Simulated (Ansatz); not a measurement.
Mulliken charges of FH$_{4}$NSeSi (`N[SiH](F)[SeH]`) from r2SCAN/def2-TZVPP in Ansatz (PBE0-D4/def2-TZVP geometry).

```tsv
atom	x (Å)	y (Å)	z (Å)	charge (e)
N1	-0.342	1.118	-0.256	-0.443
Si2	0.643	-0.193	0.172	0.687
F3	0.884	-0.059	1.744	-0.321
Se4	-0.374	-2.119	-0.437	-0.215
H5	-0.871	1.120	-1.110	0.167
H6	-0.189	2.041	0.116	0.165
H7	1.999	-0.274	-0.419	-0.114
H8	-1.658	-1.690	0.134	0.072
```

Question: By hand: the dipole of these point charges (1 e Å = 4.8032 D).

Answer: Σ q r = (-0.134, 0.280, -0.343) e Å, of length 0.463 e Å = 2.22 D.

Question: How does the dipole of the full density compare? (An estimate is asked.)

Answer: The calculation gave: (-0.193, 0.384, -0.272) e Å, 2.44 D; the point charges give 0.91 times that, at 16° from its direction.

Point charges leave out the atoms' own dipoles, such as those of lone pairs, and Mulliken's split depends on the basis, so the close match here is no proof of good charges.
